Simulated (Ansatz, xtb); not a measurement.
A geometry optimisation of F3GeH3Sn with r2SCAN-D4/def2-SVP

The starting geometry of this gas-phase singlet has its atoms placed at random.

```
atom    x (Å)    y (Å)    z (Å)
   F  -0.1999   1.7917  -0.6143
   F  -0.9238  -1.0345  -1.6122
   F   0.3301  -1.4063   1.0965
  Ge   1.7645   1.0063   0.8722
  Sn  -0.4524   0.2124   0.1905
   H   0.2049  -1.6687  -0.1027
   H  -1.8397  -1.2330  -0.5893
   H   0.8424   0.1869  -0.9755
```

One run relaxed it with r2SCAN-D4/def2-SVP. What is a likely outcome?

It loosens into F2GeH2Sn + FH, which stay close as a complex. Distances that change by over a tenth: F1–Sn5 (1.79 → 2.36 Å), F2–Sn5 (2.24 → 3.22 Å), F3–Sn5 (2.01 → 2.55 Å), Sn5–H7 (2.15 → 2.49 Å), Sn5–H8 (1.74 → 2.02 Å). Contacts that open: Sn5–H6 (2.01 → 2.78 Å). Contacts that close: F1–Ge4 (2.59 → 1.91 Å), F2–H7 (1.39 → 0.96 Å), F3–H6 (1.23 → 0.96 Å), Ge4–H8 (2.22 → 1.77 Å).

The energy falls by 7.68 eV over 20 steps:

```tsv
step	E − E(last) (eV)
1	7.682
3	2.161
5	1.071
7	0.467
9	0.210
12	0.070
14	0.029
16	0.016
18	0.001
20	0.000
```

Final geometry (Å):

```xyz
8

F     0.0680    2.5891   -0.3914
F    -1.4053   -2.1634   -1.2144
F     0.2799   -2.0051    0.6134
Ge    1.6603    1.9896    0.4811
Sn   -0.4247    0.4332    0.4251
H    -0.3039   -2.3008   -0.0845
H    -1.5209   -1.2184   -1.0793
H     1.3726    0.5306   -0.4848
```

From the same start GFN2-xTB ends elsewhere, in pieces: F2GeH + HSn + FH.

From so rough a start the end depends on the optimiser's path, so another program may land elsewhere. No frequencies were run, so the end isn't proven a minimum. Atoms past krypton carry core potentials, without spin–orbit terms. Run with Ansatz 0.2.0, 100 s on 2 threads of Intel(R) Xeon(R) Platinum 8259CL CPU @ 2.50GHz (Skylake/Cascade Lake) (shared host).
